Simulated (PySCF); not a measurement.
# Ar⁺: ionisation energy

Ar⁺ [Ne] 3s2 3p5 (2P) → Ar²⁺ [Ne] 3s2 3p4 (3P), as a difference of total energies. Computed with PySCF 2.14 in dyall-av3z, with the non-relativistic Hamiltonian (point nucleus). Correlated levels: valence: [Ne] frozen; virtual orbitals above 40 to 60 times the deepest correlated orbital energy dropped. The calculations carry no spin-orbit coupling.

```csv
method,ionisation energy (eV)
UHF,26.371
MP2 (valence),27.374
SCS-MP2 (valence),27.374
CCSD (valence),27.343
CCSD(T) (valence),27.380
```

How much does correlation contribute at CCSD(T) (valence)?

27.380 − (26.371) = 1.009 eV, measured against UHF.

A first-order spin-orbit estimate (lowest level to lowest level, LS coupling) adds -0.006 eV.

Errors of the correlated levels include the incompleteness of this basis and the frozen core.

For comparison: 27.630 eV (measured; NIST Atomic Spectra Database, ionization energies).
